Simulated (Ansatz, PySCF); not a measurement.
The pair A = HF (SMILES F) (first 2 atoms), B = C2H2 (SMILES C#C); geometry from B3LYP-D3(BJ)/def2-TZVP.
(charge 0, multiplicity 1):
```json
[
 {"atom": "F", "x (Å)": "-0.0325", "y (Å)": "-0.0116", "z (Å)": "0.3487"},
 {"atom": "H", "x (Å)": "-0.0182", "y (Å)": "-0.0044", "z (Å)": "1.2833"},
 {"atom": "C", "x (Å)": "0.2551", "y (Å)": "-0.5364", "z (Å)": "3.3985"},
 {"atom": "C", "x (Å)": "-0.2302", "y (Å)": "0.5591", "z (Å)": "3.3975"},
 {"atom": "H", "x (Å)": "0.6860", "y (Å)": "-1.5091", "z (Å)": "3.4074"},
 {"atom": "H", "x (Å)": "-0.6609", "y (Å)": "1.5319", "z (Å)": "3.4047"}
]
```

Frozen-core correlation. CBS: X⁻³ extrapolation of the correlation energy, Hartree–Fock from the larger set.

Run with Ansatz (Gaussian basis) for Hartree–Fock, density functionals and correlated methods; PySCF for the dispersion terms. Each number belongs to the level named beside it.

The monomers are drawn apart, rigid, along the line of their centres of mass. Counterpoise-corrected interaction energies (kcal/mol):

| level | R = 3.882 Å | R = 4.762 Å |
|---|---|---|
| PBE/def2-TZVPPD | -2.3620 | -0.9043 |
| PBE-D3(BJ)/def2-TZVPPD | -2.6801 | -1.0255 |
| wB97M-V/def2-TZVPPD | -2.4114 | -0.9618 |
| CCSD(T)/CBS(aug-cc-pVDZ, aug-cc-pVTZ) | -2.3169 | -0.9185 |

Task: R is the distance of the centres of mass. Find the local exponent m of E ∝ R⁻ᵐ between the two points.

Result: 
m = ln(E₁/E₂)/ln(R₂/R₁): PBE/def2-TZVPPD 4.7; PBE-D3(BJ)/def2-TZVPPD 4.7; wB97M-V/def2-TZVPPD 4.5; CCSD(T)/CBS(aug-cc-pVDZ, aug-cc-pVTZ) 4.5. For scale, two fixed dipoles give m = 3, dipole and quadrupole 4, quadrupoles 5, and dispersion or dipole-induced dipole 6 at long range; at these distances several terms mix, and what is left of overlap and damping shifts m, so it need not match one of them.

Ansatz is a quantum-chemistry and plane-wave program.
